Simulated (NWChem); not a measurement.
# Spin states of Mg

```xyz
1

Mg     0.0000     0.0000     0.0000
```
Charge 0, spin multiplicity 1.

All runs are NWChem calculations.

Basis set: def2-TZVP. The gap is E(triplet) − E(singlet), so a negative value puts the higher spin lower. Open shells are unrestricted, and the singlet is the closed-shell solution. The triplet is the single determinant that the SCF runs reached, with unpaired electrons in orbitals of symmetry ag and b3u (D2h labels); it need not be the lowest triplet, which in molecules with degenerate π orbitals can need several determinants. Where the lowest singlet needs several determinants, the single determinant used here isn't a pure state and places it wrongly.

B3LYP has NWChem's definition, with VWN1-RPA local correlation. No SCF solution was tested for a lower state. Open-shell Hartree-Fock references start from PBE0 orbitals.

For the vertical singlet-triplet gap, B3LYP gives 64.8 kcal/mol and PBE0 gives 58.8 kcal/mol. What do M06-2X, PBE, HF give?

M06-2X: 70.8 kcal/mol; PBE: 60.9 kcal/mol; HF: 41.9 kcal/mol.
